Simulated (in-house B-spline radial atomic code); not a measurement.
Radial electron density of Co⁴⁺, [He] 2s2 (2p1/2)2 (2p3/2)3 3s1 3p6 3d7. Level of theory: Dirac-Hartree-Fock, average of the jj configuration, Fermi nucleus of rms radius 3.7875 fm; calculated with an all-electron radial atomic-structure program (B-spline basis).

Columns: r (bohr), 4πr²n(r) (electrons per bohr), bar.

```
 0.00213   0.7662 #
 0.00254    1.058 #
 0.00303    1.457 ##
 0.00361     1.99 ###
 0.00431    2.713 ####
 0.00514    3.664 #####
 0.00612    4.894 #######
  0.0073    6.489 #########
 0.00871    8.503 ###########
  0.0104    10.99 ###############
  0.0124    13.94 ###################
  0.0148    17.34 #######################
  0.0176    20.96 ############################
   0.021    24.72 #################################
   0.025    28.14 ######################################
  0.0299    30.89 #########################################
  0.0356    32.37 ###########################################
  0.0425    32.33 ###########################################
  0.0506    30.77 #########################################
  0.0604    28.16 ######################################
   0.072    25.53 ##################################
  0.0859    24.11 ################################
   0.102    24.76 #################################
   0.122    27.53 #####################################
   0.146    31.06 #########################################
   0.174    33.02 ############################################
   0.207    31.72 ##########################################
   0.247    26.97 ####################################
   0.294    20.91 ############################
   0.351    16.42 ######################
   0.419    15.52 #####################
   0.499    17.37 #######################
   0.595    19.22 ##########################
    0.71    18.61 #########################
   0.847    15.12 ####################
    1.01    10.24 ##############
     1.2    5.841 ########
    1.44    2.647 ####
    1.71    1.033 #
    2.04   0.3163 
    2.43  0.07586 
     2.9  0.01303
```

On this grid the curve has 3 maxima, near 0.0356, 0.174, 0.595 bohr.

The 2p3/2 radial function P(r) = rR(r), positive near the nucleus, with its small component Q(r) (sign convention: Q ≈ (P' + κP/r)/2c):

```tsv
r (bohr)	P	Q
0.00213	0.002693	-0.0001326
0.00303	0.005366	-0.000264
0.00431	0.01064	-0.0005225
0.00612	0.02086	-0.001022
0.00871	0.04068	-0.001987
0.0124	0.07822	-0.003803
0.0176	0.1466	-0.007081
0.025	0.2675	-0.0128
0.0356	0.4711	-0.02226
0.0506	0.783	-0.03639
0.072	1.208	-0.05498
0.102	1.671	-0.07428
0.146	2.016	-0.08704
0.207	1.991	-0.08315
0.294	1.512	-0.06075
0.419	0.8021	-0.03063
0.595	0.2768	-0.009642
0.847	0.06437	-0.001762
1.2	0.01584	-0.0002711
1.71	0.004218	-5.586e-05
```
